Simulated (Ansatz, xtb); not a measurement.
Relative energy of two isomers of C6H7N3

Structure a: `N#CCCn1ccnc1`, a singlet. Structure b: `CCn1cncc1C#N`, a singlet. Both are isolated molecules in the gas phase, relaxed with r2SCAN-D4/def2-SVP; the shapes shown needn't be the lowest conformers.

a (Å):

```tsv
atom	x (Å)	y (Å)	z (Å)
C	-1.6404	0.2025	-1.3831
C	-0.4512	-0.6402	-1.3393
C	0.8126	0.0740	-1.8555
C	0.7103	2.4110	-0.8884
C	1.4340	3.0346	0.1061
C	2.2631	1.0745	-0.0645
N	-2.5723	0.8947	-1.4466
N	1.2554	1.1455	-0.9946
N	2.3954	2.1941	0.6068
H	-0.2898	-0.9813	-0.3028
H	-0.6389	-1.5376	-1.9531
H	1.6267	-0.6633	-1.9226
H	0.6358	0.4656	-2.8700
H	-0.1252	2.7306	-1.5086
H	1.3100	4.0508	0.4812
H	2.8669	0.1719	0.0548
```

b (Å):

| atom | x (Å) | y (Å) | z (Å) |
| --- | --- | --- | --- |
| C | -1.4101 | 1.2226 | -1.1591 |
| C | -0.4215 | 0.1031 | -0.8655 |
| C | 1.6934 | 0.1700 | -2.2503 |
| C | 2.9543 | 1.4370 | -1.0847 |
| C | 1.7585 | 1.3133 | -0.3779 |
| C | 1.3269 | 1.8425 | 0.8566 |
| N | 0.9580 | 0.4822 | -1.1502 |
| N | 2.8933 | 0.7232 | -2.2369 |
| N | 0.9545 | 2.2768 | 1.8749 |
| H | -1.3583 | 1.5270 | -2.2155 |
| H | -1.2078 | 2.1030 | -0.5308 |
| H | -2.4344 | 0.8824 | -0.9456 |
| H | -0.4765 | -0.2018 | 0.1920 |
| H | -0.6363 | -0.7891 | -1.4738 |
| H | 1.2978 | -0.4787 | -3.0343 |
| H | 3.8354 | 2.0068 | -0.7897 |

Quicker runs give these differences E(b) − E(a): GFN2-xTB −6.8 kcal/mol; HF/STO-3G −7.3 kcal/mol (at GFN2-xTB geometries); r2SCAN-D4/def2-SVP//GFN2-xTB −8.0 kcal/mol.

Problem. Estimate E(b) − E(a) at the level CCSD(T)/def2-SVP + ΔMP2/def2-TZVPP.

Solution. Calculated at CCSD(T)/def2-SVP + ΔMP2/def2-TZVPP: E(b) − E(a) = −4.8 kcal/mol, so structure b lies lower.

The same difference at several levels:

```csv
level,geometry,E(b) − E(a) (kcal/mol),departure from the last row (kcal/mol),"job, with rough time for the two"
GFN2-xTB,GFN2-xTB,−6.8,−2.0,"optimisation, 0.23 s"
HF/STO-3G,GFN2-xTB,−7.3,−2.5,"single point, 0.54 s"
r2SCAN-D4/def2-SVP//GFN2-xTB,GFN2-xTB,−8.0,−3.3,"single point, 5.5 s"
r2SCAN-D4/def2-SVP,r2SCAN-D4/def2-SVP,−7.8,−3.0,"optimisation, 56 s"
HF/def2-SVP,r2SCAN-D4/def2-SVP,−3.9,+0.9,part of the CCSD(T) run
MP2/def2-SVP,r2SCAN-D4/def2-SVP,−6.9,−2.1,part of the CCSD(T) run
CCSD(T)/def2-SVP,r2SCAN-D4/def2-SVP,−5.8,−1.0,single point
CCSD(T)/def2-SVP + ΔMP2/def2-TZVPP,r2SCAN-D4/def2-SVP,−4.8,,"single point, 2.8 min"
```

As drawn, both hold the same kinds of bond in the same numbers. Structure a has 0 methyl groups, b 1.

None of the levels shown reverses the order. The largest departure from CCSD(T)/def2-SVP + ΔMP2/def2-TZVPP is that of r2SCAN-D4/def2-SVP//GFN2-xTB, 3.3 kcal/mol. The last row adds to CCSD(T) the change of the MP2 difference between the two basis sets, here +1.0 kcal/mol.

With thermal terms from frequencies at re-optimised GFN2-xTB minima (ideal gas, soft modes damped towards free rotors, one conformer each, 298.15 K, 1 atm): on the last row, ΔE + ΔZPE = −4.6, ΔH = −4.4, ΔG = −4.7 kcal/mol.

The correlated steps freeze 9 core orbitals. Codes used: Ansatz 0.2.0, xtb 6.7.1; the last row on 4 threads of Arm Neoverse V1 on a shared host.
